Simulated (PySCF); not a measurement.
SMILES CC[SiH2][SiH2]N (C2H11NSi2), singlet, GFN2-xTB optimised geometry.

```
16

C      1.23    -1.96     1.11
C      1.67    -1.11    -0.07
Si     0.99     0.67     0.00
Si    -1.32     0.67     0.00
N     -1.78     2.33     0.00
H      1.57    -1.51     2.05
H      0.15    -2.05     1.15
H      1.65    -2.96     1.05
H      2.76    -1.08    -0.11
H      1.34    -1.59    -1.00
H      1.59     1.39    -1.13
H      1.57     1.30     1.20
H     -1.91    -0.10     1.12
H     -1.96     0.14    -1.21
H     -2.76     2.57    -0.09
H     -1.35     2.96     0.65
```

Density from B3LYP/def2-TZVP (PySCF) at that geometry.

Minimum of the electron density along straight lines between bonded atoms, close to the bond critical point (lines longer than 1.1 times the sum of covalent radii, or with two minima, are not listed):

```csv
bond,length / Å,ρ at the minimum / e bohr⁻³,∇²ρ there / e bohr⁻⁵,position (fraction from the first atom)
C1–C2,1.523,0.244,[?],0.50
C2–Si3,1.906,0.117,0.13,0.61
Si3–Si4,2.307,0.102,[?],0.49
Si4–N5,1.726,0.131,0.55,0.40
C1–H6,1.088,0.281,-0.97,0.64
C1–H7,1.088,0.281,-0.97,0.64
C1–H8,1.090,0.280,-0.96,0.64
C2–H9,1.091,0.276,-0.93,0.64
C2–H10,1.092,0.276,-0.92,0.63
Si3–H11,1.472,0.122,0.18,0.49
Si3–H12,1.477,0.120,0.18,0.49
Si4–H13,1.481,0.122,[?],0.49
Si4–H14,1.469,0.124,0.18,0.49
N5–H15,1.007,0.338,-1.62,0.73
N5–H16,1.007,0.339,-1.62,0.73
```

Q: Complete the blanks.

A: 
- C1–C2, ∇²ρ there / e bohr⁻⁵: -0.60
- Si3–Si4, ∇²ρ there / e bohr⁻⁵: -0.20
- Si4–H13, ∇²ρ there / e bohr⁻⁵: 0.16
